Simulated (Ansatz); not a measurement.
Reaction (ligand exchange at the Si–O bond): `[CH3][Al]([OH])[O][SiH3]` + `[OH][SnH2][OH]` → `[OH][SnH2][O][SiH3]` + `[CH3][Al]([OH])[OH]`

Gas-phase electronic energies from Ansatz, PBE0-D4/def2-TZVP geometries. CCSD(T)/CBS is the MP2 limit (def2-TZVPP, def2-QZVPP) plus CCSD(T) − MP2 in def2-TZVPP, frozen cores. def2 core potentials past Kr. For Sn outer-core shells are correlated without core-valence functions, which leaves a few kJ/mol of doubt a bond. One conformer a species, not always the lowest.

`[CH3][Al]([OH])[O][SiH3]`:

```xyz
12

C    -1.959    1.057    0.434
Al   -0.681   -0.386    0.568
O    -1.052   -1.744    1.509
O     0.805   -0.325   -0.228
Si    2.168   -0.102   -1.075
H    -2.901    0.808    0.926
H    -1.568    1.969    0.896
H    -2.171    1.301   -0.611
H    -0.459   -2.485    1.616
H     3.193    0.571   -0.231
H     2.713   -1.409   -1.531
H     1.911    0.746   -2.271
```

`[OH][SnH2][OH]`:

```xyz
7

O     0.482   -1.610    0.113
Sn    0.357    0.292   -0.351
O    -1.199    1.023    0.593
H     0.606   -1.764    1.052
H     1.660    1.180    0.283
H     0.120    0.276   -2.034
H    -2.026    0.603    0.345
```

`[OH][SnH2][O][SiH3]`:

Z-matrix (Å, degrees):
```
Sn
O 1 1.956
O 1 1.956 2 106.2
H 1 1.695 2 109.4 3 -112.7
H 1 1.699 2 104.2 3 118.1
Si 2 1.632 1 135.7 3 52.6
H 3 0.960 1 113.9 2 64.7
H 6 1.492 2 111.2 1 33.0
H 6 1.489 2 111.2 1 -87.5
H 6 1.487 2 108.9 1 152.8
```

`[CH3][Al]([OH])[OH]`:

```xyz
9

C     1.504    0.004   -0.195
Al   -0.412    0.002    0.061
O    -1.375   -0.892   -1.014
O    -1.073    0.891    1.347
H     1.769    0.457   -1.155
H     2.016    0.558    0.594
H     1.900   -1.016   -0.209
H    -2.326   -0.960   -0.983
H    -2.003    0.956    1.554
```

```json
{"species": "`[CH3][Al]([OH])[O][SiH3]`", "HF/CBS(def2) energy (Eh)": "-722.83956"}
{"species": "`[OH][SnH2][OH]`", "HF/CBS(def2) energy (Eh)": "-365.50678"}
{"species": "`[OH][SnH2][O][SiH3]`", "HF/CBS(def2) energy (Eh)": "-655.67371"}
{"species": "`[CH3][Al]([OH])[OH]`", "HF/CBS(def2) energy (Eh)": "-432.66838"}
```

**Question.** Work out ΔE.

**Answer.** ΔE = (-655.67371) + (-432.66838) − (-722.83956) − (-365.50678) = 0.00425 Eh = +2.7 kcal/mol. CCSD(T)/CBS gives +1.5 kcal/mol.

Largest T1 diagnostic among the species: 0.014.

Leaving LDA and LC-ωPBE aside and taking each functional with its dispersion term where it has one, the values, not all of them listed here, spread over 0.4 kcal/mol, from ωB97M-V to B97M-V. In def2-TZVPP, CCSD(T) changes the Hartree–Fock value by −0.9 kcal/mol (the triples alone add −0.2 kcal/mol) and MP2 by −1.1 kcal/mol.
